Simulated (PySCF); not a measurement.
**Vibration and rotation of BrO⁻**

PBE0 constants of BrO⁻, ³Π (triplet), unpaired electrons σ ↑, π ↑, a second solution, started from another occupation (basis Br aug-cc-pVDZ-PP with ECP10, O aug-cc-pVDZ; scalar-relativistic core potentials; PySCF 2.14; masses 78.9183 and 15.9949 u):

```
ωe              : 226.1 cm⁻¹
ωexe            : 3.05 cm⁻¹
Be              : 0.20828 cm⁻¹
αe              : 0.00295 cm⁻¹
D (centrifugal) : 7.07e-07 cm⁻¹
```

Question: Give the vibrational terms G(v) and spacings up to v = 3.

Answer: G(v) = ωe(v+½) − ωexe(v+½)².

```json
{"v": "0", "G(v) (cm⁻¹)": "112", "G(v) − G(v−1)": "", "Bv (cm⁻¹)": "0.2068"}
{"v": "1", "G(v) (cm⁻¹)": "332", "G(v) − G(v−1)": "220", "Bv (cm⁻¹)": "0.2039"}
{"v": "2", "G(v) (cm⁻¹)": "546", "G(v) − G(v−1)": "214", "Bv (cm⁻¹)": "0.2009"}
{"v": "3", "G(v) (cm⁻¹)": "754", "G(v) − G(v−1)": "208", "Bv (cm⁻¹)": "0.1980"}
```

Spin–orbit coupling is left out. For an ion De counts to the pair picked by the measured ionisation energies or electron affinities, which need not be the lowest pair at this level.
